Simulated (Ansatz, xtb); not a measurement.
## C3H10SSi: 4 structures ranked

4 gas-phase structures of C3H10SSi, from a drawn sample of its isomers (lower ones may exist). Each was relaxed with GFN2-xTB; where two conformers were screened, the lower at r2SCAN-D4/def2-SVP is listed:

A. `CC[SiH2]CS`, a singlet
B. `C[SiH2][C@@H](C)S`, a singlet
C. `CC[Si@@H](C)S`, a singlet
D. `C[SiH](C)CS`, a singlet

Problem. Which do you expect lowest at r2SCAN-D4/def2-SVP, and how would the others follow?

Solution. Calculated order at r2SCAN-D4/def2-SVP: C (0.000), D (0.757), B (1.127), A (1.296) eV.

Energies above the lowest of each column, in eV; the last columns are at B3LYP/def2-SVP geometries and were run for some of them only (a dash: not run or not comparable):

```tsv
structure	GFN2-xTB	HF/STO-3G	r2SCAN-D4/def2-SVP	B3LYP/def2-SVP	CCSD(T)/def2-SVP + ΔMP2/def2-TZVPP
C	0.000	0.000	0.000	0.000	0.000
D	1.035	0.440	0.757	0.737	0.706
B	0.769	0.960	1.127	1.094	1.115
A	0.893	0.965	1.296	–	–
```

Every level run on C puts it lowest or level with the lowest. Flexible structures stand in one conformer each, not always the lowest. Frequencies (GFN2-xTB) were run for B, C, D alone. The ΔMP2 step shifts differences by up to 0.142 eV, which makes them less sure. ΔMP2 is the change of the MP2 energy from the smaller to the larger basis.

Over these structures GFN2-xTB departs from r2SCAN-D4/def2-SVP by 0.260 eV on average once a common shift is removed. A GFN2-xTB relaxation took about 0.34 s and the r2SCAN-D4/def2-SVP energy about 5.3 s on a shared host (Ansatz 0.2.0, xtb 6.7.1).
